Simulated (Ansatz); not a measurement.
`BO[SiH2]F` + `CN[SiH2][SiH3]` → `BN(C)[SiH2][SiH3]` + `O[SiH2]F`  (ligand exchange at a B–O bond)

Isolated molecules relaxed with PBE0-D4/def2-TZVP in Ansatz; ΔE leaves out vibrations. CCSD(T)/CBS is the MP2 limit (def2-TZVPP, def2-QZVPP) plus CCSD(T) − MP2 in def2-TZVPP, frozen cores. DFT in def2-TZVPP. B3LYP here is the variant with VWN-RPA as its local correlation; programs differ in this. HSE06 is defined as in plane-wave codes. Each species was taken in one conformer, which may not be the lowest.

```
             level  ΔE (kJ/mol)  difference from CCSD(T)/CBS
            PBE-D4        -24.5                         -3.4
         revPBE-D4        -25.0                         -3.9
           BLYP-D4        -18.1                          3.0
         r2SCAN-D4        -19.4                          1.7
            B97M-V        -15.1                          6.0
           PBE0-D4        -21.6                         -0.5
          B3LYP-D4        -16.0                          5.1
        r2SCANh-D4        -18.9                          2.2
        r2SCAN0-D4        -18.2                          2.9
          BHLYP-D4        -12.0                          9.1
           ωB97X-V        -17.0                          4.1
           ωB97M-V        -20.2                          0.9
            B2PLYP        -15.0                          6.1
          PBE-QIDH        -20.6                          0.5
               PBE        -21.0                          0.1
            revPBE        -15.2                          5.9
            r2SCAN        -18.5                          2.6
             B3LYP        -10.3                         10.8
           r2SCANh        -18.0                          3.1
           r2SCAN0        -17.2                          3.9
             HSE06        -18.7                          2.4
             BHLYP         -7.5                         13.6
         CAM-B3LYP        -12.0                          9.1
           LC-ωPBE        -17.7                          3.4
RPA@PBE/def2-TZVPP        -19.2                          1.9
       HF/def2-SVP          6.3                         27.4
      MP2/def2-SVP        -17.7                          3.4
     CCSD/def2-SVP        -13.5                          7.6
  CCSD(T)/def2-SVP        -16.6                          4.5
     HF/def2-TZVPP          5.1                         26.2
    MP2/def2-TZVPP        -24.4                         -3.3
SCS-MP2/def2-TZVPP        -18.7                          2.4
   CCSD/def2-TZVPP        -17.8                          3.3
CCSD(T)/def2-TZVPP        -21.9                         -0.8
     HF/def2-QZVPP          6.5                         27.6
    MP2/def2-QZVPP        -23.5                         -2.4
SCS-MP2/def2-QZVPP        -17.8                          3.3
      HF/CBS(def2)          6.7                         27.8
     MP2/CBS(def2)        -23.6                         -2.5
    CCSD/CBS(def2)        -17.0                          4.1
       CCSD(T)/CBS        -21.1                            0
```

Largest T1 diagnostic among the species: 0.013.

In def2-TZVPP, CCSD(T) changes the Hartree–Fock value by −27.0 kJ/mol (the triples alone add −4.1 kJ/mol) and MP2 by −29.5 kJ/mol. The D4 term adds −5.8 kJ/mol with B3LYP and −3.0 kJ/mol with PBE0; it sums over pairs of atoms, weighted by their polarisabilities, and B3LYP, whose exchange is more repulsive, gets the larger term. Leaving LDA and LC-ωPBE aside and taking each functional with its dispersion term where it has one, the values spread over 13.0 kJ/mol, from revPBE-D4 to BHLYP-D4. LDA lies −12.2 kJ/mol from PBE without D4.
